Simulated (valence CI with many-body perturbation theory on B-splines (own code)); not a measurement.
## Yb⁶⁴⁺: magnetic and hyperfine properties of the levels

Calculated by configuration interaction combined with many-body perturbation theory (CI+MBPT): four valence electrons over a frozen Dirac-Fock core [He], radial functions for each j: 11 s, 11 p, 9 d, 7 f, 5 g, 2 h, 1 i, with the one-electron correlation potential Σ1 (screened to all orders), the two-electron term Σ2, the three-electron term Σ3, Breit, model QED; selected single and double excitations, second order for the rest (own B-spline code, finite nucleus).

No measured spectrum was set against this ion. As an estimate, large intervals hold to a few tenths of a per cent, small ones and those within an open d or f shell to about a per cent. Among the levels kept, up to 300 cm⁻¹ of a level comes from second order outside the variational space, and about a tenth of that is noise between levels of different J, which matters for small intervals.

A/g_I is the dipole constant over the nuclear g factor μ/I (μ in nuclear magnetons, uniformly magnetised nucleus), B/Q the quadrupole constant per barn. Both hold the static response of the core; the bare values leave it out. Large factors of s and p1/2 electrons are usually good to 5 to 10 %; those of open d and f shells near neutrality can be off by tens of per cent, and small factors of p3/2, d and f electrons come from cancelling terms and can be off by a factor of two or in sign, in half-filled shells by more. B is blank for J = 1/2, where it vanishes, and for nearly pure S terms. Energies count from the lowest level. Levels with J = 0 are left out.

Levels are named by their leading jj configuration (3d3/2^4 stands for four electrons in 3d with j = 3/2), which in mixed levels can hold well under half, so a name can repeat and another be missing. Letters in brackets count levels of one name in rising energy.

| Level | E (Ry) | g | A/g_I (MHz) | A/g_I bare | B/Q (MHz/b) | B/Q bare |
| --- | --- | --- | --- | --- | --- | --- |
| (2s^2 2p1/2 2p3/2) J=1 | 80.21 | 1.472 | -590000 | -564000 | 691000 | 693000 |
| (2s^2 2p1/2 2p3/2) J=2 | 81.53 | 1.140 | 1990000 | 2000000 | 1300000 | 1300000 |
| (2s 2p1/2^2 2p3/2) J=2 | 100.50 | 1.502 | 4970000 | 4940000 | 1320000 | 1320000 |
| (2s 2p1/2^2 2p3/2) J=1 | 106.53 | 1.110 | -3600000 | -3530000 | 789000 | 790000 |
| (2s^2 2p3/2^2) J=2 | 163.29 | 1.294 | 712000 | 727000 | 81700 | 81800 |
| (2s 2p1/2 2p3/2^2) J=2 [a] | 178.74 | 1.549 | 3550000 | 3540000 | 237000 | 237000 |
| (2s 2p1/2 2p3/2^2) J=3 | 181.92 | 1.298 | 4440000 | 4420000 | -4680 | -4720 |
| (2s 2p1/2 2p3/2^2) J=1 [a] | 187.66 | 1.300 | -4190000 | -4110000 | -439000 | -440000 |
| (2s 2p1/2 2p3/2^2) J=2 [b] | 188.37 | 1.050 | -292000 | -254000 | -164000 | -164000 |
| (2s 2p1/2 2p3/2^2) J=1 [b] | 188.66 | 1.301 | 1.12e+07 | 1.11e+07 | 244000 | 245000 |
| (2p1/2^2 2p3/2^2) J=2 | 209.85 | 1.310 | 663000 | 694000 | 77500 | 77600 |
| (2s 2p3/2^3) J=2 | 266.03 | 1.433 | 5050000 | 5020000 | -1410000 | -1410000 |
| (2s 2p3/2^3) J=1 | 271.92 | 1.161 | -3660000 | -3570000 | -592000 | -593000 |
| (2p1/2 2p3/2^3) J=1 | 291.12 | 1.472 | -638000 | -589000 | -687000 | -688000 |
| (2p1/2 2p3/2^3) J=2 | 292.46 | 1.124 | 1980000 | 2000000 | -1450000 | -1460000 |
| (2s^2 2p1/2 3s) J=1 | 671.66 | 1.305 | 5570000 | 5540000 | -14100 | -14100 |
| (2s^2 2p1/2 3p1/2) J=1 | 677.40 | 0.637 | 3850000 | 3830000 | -3410 | -3420 |
| (2s 2p1/2^2 3s) J=1 | 689.81 | 2.007 | 1.14e+07 | 1.13e+07 | 8510 | 8520 |
| (2s 2p1/2^2 3p1/2) J=1 | 696.40 | 1.348 | 9790000 | 9690000 | -5730 | -5730 |
| (2s^2 2p1/2 3p3/2) J=2 | 702.68 | 1.147 | 1630000 | 1630000 | 404000 | 404000 |
| (2s^2 2p1/2 3p3/2) J=1 | 702.79 | 1.502 | -1060000 | -1050000 | 200000 | 200000 |
| (2s^2 2p1/2 3d3/2) J=2 | 707.19 | 0.744 | 1580000 | 1570000 | 84300 | 84900 |
| (2s^2 2p1/2 3d3/2) J=1 | 709.08 | 0.828 | -1280000 | -1270000 | 33800 | 34100 |
| (2s^2 2p1/2 3d5/2) J=2 | 714.54 | 1.282 | -845000 | -841000 | 78000 | 78600 |
| (2s^2 2p1/2 3d5/2) J=3 | 714.84 | 1.095 | 1030000 | 1020000 | 74200 | 74900 |
| (2s 2p1/2^2 3p3/2) J=2 | 721.32 | 1.500 | 4550000 | 4510000 | 394000 | 395000 |
| (2s 2p1/2^2 3p3/2) J=1 | 721.69 | 1.134 | -4230000 | -4170000 | 208000 | 208000 |
| (2s 2p1/2^2 3d3/2) J=1 | 725.78 | 0.467 | -4340000 | -4300000 | 35000 | 35300 |
| (2s 2p1/2^2 3d3/2) J=2 | 726.21 | 1.116 | 4490000 | 4440000 | 67900 | 68500 |
| (2s 2p1/2^2 3d5/2) J=3 | 732.91 | 1.332 | 3030000 | 3000000 | 67300 | 68000 |
| (2s 2p1/2^2 3d5/2) J=2 | 734.16 | 1.028 | -2850000 | -2820000 | 56400 | 57000 |

**Question.** Take the isotope of mass number 171, with I = 1/2, μ = 0.4923 μN. What is the hyperfine structure of (2s 2p1/2^2 2p3/2) J=1?

**Answer.** From the table A = -3550000 MHz. Shifts from the centre of gravity in MHz: F = 1/2: 3550000, F = 3/2: -1780000.
